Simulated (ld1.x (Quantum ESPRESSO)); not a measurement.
# What the settings do to the PAW potential of Eu

Base potential:

ld1.x (Quantum ESPRESSO) 7.5 input, shortened:

```
&input
   title='Eu', zed=63., rel=1, dft='PBE', iswitch=3,
   config='[Xe] 4f7 5d1 6s1 6p0'
 /
 &inputp
   pseudotype=3, lpaw=.true., tm=.true., lloc=-2, rcloc=1.85,
   nlcc=.true., new_core_ps=.true., rcore=1.05,
   which_augfun='BESSEL', rmatch_augfun=1.85
 /
6
5S  1  0   2.00   0.00  2.00  2.25  0.0
6S  2  0   1.00   0.00  2.00  2.25  0.0
5P  2  1   6.00   0.00  2.15  2.40  0.0
6P  3  1   0.00   0.00  2.15  2.40  0.0
5D  3  2   1.00   0.00  2.65  3.30  0.0
5D  3  2   0.00   2.15  2.65  3.30  0.0
 &test
   configts(1)='5s2 5p6 5d1 6s1 6p0'
 /
```

Cutoffs, loose and tight: the cutoffs (Ry, on a coarse ladder) from which the occupation-weighted sum of valence levels, in a spherical-Bessel basis at the reference potential, stays within 10 and 1 mRy of its value at 400 Ry. They do not see the model core or the augmentation charge, which bear on the density cutoff. Test errors are all-electron minus pseudo excitation energies from the reference, over the configurations 5s2 5p6 5d0 6s2 6p0; 5s2 5p6 5d0 6s1 6p0; 5s2 5p6 5d0 6s0 6p0; 5s2 5p6 5d1 6s0 6p0; 5s2 5p6 5d0 6s0 6p2; 5s2 5p6 5d0 6s1 6p1; 5s2 5p6 5d0 6s1.5 6p0. A dash means not determined; rows that change the core or the reference have their own tests.

```csv
change,outcome,"cutoff, loose","cutoff, tight",bound ghosts,largest test error (meV)
base,generated,15 Ry,25 Ry,none,-202
"core correction a·sin(br)/r model core, default radius (ld1.x builds one for every PAW set, though the input has nlcc=.false.)",generated,15 Ry,25 Ry,none,-149
core correction Bessel-smoothed model core inside 1.02 bohr,generated,15 Ry,25 Ry,none,-202
core correction Bessel-smoothed model core inside 1.40 bohr,generated,15 Ry,25 Ry,none,-203
core correction Bessel-smoothed model core inside 1.60 bohr,generated,15 Ry,25 Ry,none,-204
core correction Bessel-smoothed model core inside 2.04 bohr,generated,15 Ry,25 Ry,none,-204
core correction Bessel-smoothed model core inside 2.36 bohr,generated,15 Ry,25 Ry,none,-205
core correction Bessel-smoothed model core inside 2.60 bohr,generated,15 Ry,25 Ry,none,-205
```
